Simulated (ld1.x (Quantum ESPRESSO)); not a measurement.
# oxygen: one change to a TM potential, before and after

oxygen, norm-conserving Troullier–Martins (Kleinman–Bylander form), made with ld1.x (Quantum ESPRESSO) 7.5 (BLYP, fully relativistic). Core [He], reference 2s2 2p3 (charge +1). Waves: 2s (bound): rc 0.95 bohr; 2p (bound): rc 1.10 bohr. Local part: all-electron potential smoothed inside 0.85 bohr (lloc = -1). Core correction: none.

Open shells are filled in proportion to 2j + 1 (rel_dist='average').

All-electron outer shells of the reference configuration (BLYP, scalar-relativistic, ld1.x):

| shell | level (eV) | outermost node (bohr) | outermost maximum (bohr) |
| --- | --- | --- | --- |
| 2s | -39.53 | 0.28 | 0.86 |
| 2p | -24.46 | – | 0.78 |

Change: all radii scaled by about 1.24 (s 1.18, p 1.36 bohr); local potential all-electron potential smoothed inside 1.06 bohr (lloc = -1).

Cutoffs: the cutoffs (Ry, on a coarse ladder) from which the occupation-weighted sum of valence levels, in a spherical-Bessel basis at the reference potential, stays within 10 and 1 mRy of its value at 400 Ry; they do not see the model core or the augmentation charge, which bear on the density cutoff. Errors are all-electron minus pseudo energies relative to the spin-unpolarised reference configuration.

Question: How do hardness, ghosts and transferability respond?

Answer: The potential gets softer (100 Ry and 180 Ry → 70 Ry and 120 Ry); of the 7 tests that both files solve, the error grows in 7 and shrinks in 0 by more than 15 % and 0.3 meV (median size 24.2 → 37.4 meV); neither file shows a bound ghost. A larger radius leaves more room for a smooth pseudo-wave, so fewer plane waves are needed. More of the atom is replaced by a form fitted at one configuration, so other configurations suffer.

```tsv
quantity	base	changed
cutoff, loose	100 Ry	70 Ry
cutoff, tight	180 Ry	120 Ry
loose cutoff by channel (10 mRy a level)	s 55 Ry, p 80 Ry	s 40 Ry, p 60 Ry
bound ghosts	none	none
error for 2s2 2p4, meV [ΔE -16.43 eV]	+5.7	+14
error for 2s2 2p2, meV [ΔE 33.61 eV]	+29	+64
error for 2s2 2p1, meV [ΔE 87.55 eV]	+220	+453
error for 2s2 2p3.5, meV [ΔE -10.15 eV]	+2.3	+5.5
error for 2s2 2p0, meV [ΔE 164.58 eV]	+914	+1686
error for 2s1 2p4, meV [ΔE 15.09 eV]	+24	+37
error for 2s2 2p4.3, meV [ΔE -18.55 eV]	+7.0	+17
```
